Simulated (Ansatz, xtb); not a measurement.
**Two isomers of CH3F2Si**

We compare a, `[CH2][SiH](F)F`, a doublet, with b, `C[Si](F)F`, a doublet. Both are isolated molecules in the gas phase, relaxed with PBE-D3(BJ)/def2-SVP; the shapes shown needn't be the lowest conformers.

a (Å):

```yaml
atoms:
  - { symbol: C, position_ang: [-0.6029, 1.3795, -0.3519] }
  - { symbol: F, position_ang: [1.0238, -0.0177, 1.5414] }
  - { symbol: F, position_ang: [-0.2064, -1.4209, -0.2756] }
  - { symbol: Si, position_ang: [0.5638, -0.0050, -0.0257] }
  - { symbol: H, position_ang: [-0.2729, 2.3517, -0.7562] }
  - { symbol: H, position_ang: [-1.6820, 1.3039, -0.1332] }
  - { symbol: H, position_ang: [1.7986, 0.0343, -0.8618] }
```

b (Å):

```xyz
7

C    -0.2077    1.1181   -0.6172
F     0.3372   -0.0390    1.9397
F     1.2719   -1.2870   -0.1689
Si   -0.0288   -0.4605    0.3962
H     0.7408    1.6909   -0.5399
H    -0.4003    0.8798   -1.6814
H    -1.0381    1.7394   -0.2291
```

Quicker runs give these differences E(b) − E(a): GFN2-xTB −6.9 kcal/mol; HF/STO-3G −7.5 kcal/mol (at GFN2-xTB geometries); r2SCAN-D4/def2-SVP −8.0 kcal/mol (at GFN2-xTB geometries).

**Question.** Estimate E(b) − E(a) at the level CCSD(T)/def2-SVP + ΔMP2/def2-TZVPP.

**Answer.** Calculated at CCSD(T)/def2-SVP + ΔMP2/def2-TZVPP: E(b) − E(a) = −7.1 kcal/mol, so structure b lies lower.

The same difference at several levels:

| level | geometry | E(b) − E(a) (kcal/mol) | departure from the last row (kcal/mol) | job, with rough time for the two |
| --- | --- | --- | --- | --- |
| GFN2-xTB | GFN2-xTB | −6.9 | +0.3 | optimisation, 0.076 s |
| HF/STO-3G | GFN2-xTB | −7.5 | −0.4 | single point, 0.28 s |
| r2SCAN-D4/def2-SVP | GFN2-xTB | −8.0 | −0.9 | single point, 6.5 s |
| PBE-D3(BJ)/def2-SVP | PBE-D3(BJ)/def2-SVP | −12.3 | −5.2 | optimisation, 2.4 min |
| HF/def2-SVP | PBE-D3(BJ)/def2-SVP | +0.7 | +7.9 | part of the CCSD(T) run |
| MP2/def2-SVP | PBE-D3(BJ)/def2-SVP | −8.8 | −1.6 | part of the CCSD(T) run |
| CCSD(T)/def2-SVP | PBE-D3(BJ)/def2-SVP | −6.6 | +0.5 | single point |
| CCSD(T)/def2-SVP + ΔMP2/def2-TZVPP | PBE-D3(BJ)/def2-SVP | −7.1 |  | single point, 36 s |

As drawn, b has 1 C–H in place of 1 Si–H.

HF/def2-SVP puts the two in the other order. The largest departure from CCSD(T)/def2-SVP + ΔMP2/def2-TZVPP is that of HF/def2-SVP, 7.9 kcal/mol. The last row adds to CCSD(T) the change of the MP2 difference between the two basis sets, here −0.5 kcal/mol.

With harmonic frequencies from PBE-D3(BJ)/def2-SVP (ideal gas, rigid rotor, one conformer each, 298.15 K, 1 atm): the zero-point term adds +2.5 kcal/mol; ΔH is −4.8 and ΔG −4.3 kcal/mol.

Open shells are spin-unrestricted. The correlated steps freeze 8 core orbitals. Mirror images aren't counted in ΔG. Programs: Ansatz 0.2.0, xtb 6.7.1; the last row on 1 thread of Arm Neoverse V2 on a shared host.
